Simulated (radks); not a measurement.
The cobalt anion Co- inside a hard spherical wall (all orbitals vanish at R), configuration held at [Ar] 3d8 4s2 and not refilled when levels cross. Calculated with a radial shooting solver on a logarithmic mesh with Libxc functionals: non-relativistic Kohn-Sham, PBE, spin-polarised, spherical densities, point nucleus; open shells are filled with parallel spins first. Eigenvalues in eV for spin up, with the zero of energy where the potential of the charges vanishes at infinity; a dash marks a level that is unbound or too diffuse for the functional's potential to be trusted. A positive occupied level is held by the wall or, in an anion where self-interaction has pushed it up, behind a barrier. The pressure on the wall is -dE/dV.

R (bohr)  E (hartree)  kinetic (hartree)    e(3s)    e(3p)   e(3d)   e(4s)  e(5s, empty)  e(4p, empty)  pressure (GPa)
20        -1382.53878           1381.465  -90.503  -55.797   0.302   0.644             -             -        0.000800
12        -1382.53595           1381.472  -89.990  -55.285   0.793   0.974         4.253         3.407          0.0202
10        -1382.53136           1381.490  -89.653  -54.947   1.126   1.243         5.850         4.020          0.0916
8         -1382.51521           1381.551  -88.896  -54.188   1.869   1.883         9.197         5.187           0.545
7         -1382.49299           1381.631  -88.153  -53.444   2.588   2.546        12.396         6.260            1.53
6         -1382.44319           1381.799  -86.891  -52.184   3.793   3.745        17.851         8.064            4.84
5         -1382.31931           1382.198  -84.587  -49.892   5.965   6.143        28.062        11.428            18.3
3.5       -1381.52897           1384.577  -75.787  -41.225  14.272  17.570        70.894        26.034             228
3         -1380.64410           1387.159  -69.266  -34.848  20.672  28.385        106.81        39.021             664
2         -1372.97993           1409.716  -37.763   -3.304  55.391  105.21        315.52        123.40           11100
